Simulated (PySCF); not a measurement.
F$_{3}$Fe (SMILES [F][Fe]([F])[F]), sextet, geometry from GFN2-xTB (such geometries of metal compounds can be far from the true shape). Base run: PySCF with R2SCAN/6-31G.

Geometry (Å):
```xyz
4

Fe     0.0847    -0.1389    -0.3618
F     -1.4836    -0.7544     0.3611
F     -0.0859     1.6829    -0.2473
F      1.3248    -0.5272     0.9315
```
Charge 0, spin multiplicity 6.
Orbitals are unrestricted.
All else is at PySCF's defaults.
Base energy -1562.98196 Eh.

Each row names what was changed in the base input (with any setting that the change needs).

| change | ΔE vs base (mEh) | SCF cycles | <S^2> | outcome |
|---|---|---|---|---|
| base | 0.000 | 25 | 8.755 | converged |
| init_guess = mod_huckel | 0.000 | 14 | 8.755 | converged |
| init_guess = vsap | 0.000 | 28 | 8.755 | converged |
| level_shift = 0.5 (with mf.max_cycle = 100) | - | 46 | - | not converged |
| conv_tol = 1e-6 | 0.000 | 24 | 8.755 | converged |
| diis_space = 4 | 0.000 | 24 | 8.755 | converged |
| conv_tol_grad = 1e-7 | 0.000 | 28 | 8.755 | converged |
| diis_space = 2 | - | 50 | - | not converged |
| DIIS = EDIIS | - | 50 | - | not converged |
| conv_tol = 1e-7 | 0.000 | 24 | 8.755 | converged |
| conv_tol = 1e-12 | 0.000 | 27 | 8.755 | converged |
| damp = 0.5; diis_start_cycle = 5 | 0.000 | 34 | 8.755 | converged |
| level_shift = 0.1 (with mf.max_cycle = 100) | 0.000 | 27 | 8.755 | converged |

Open shells are given as the SCF converged; they aren't shown to be the lowest states, and a large step between rows can be another state.
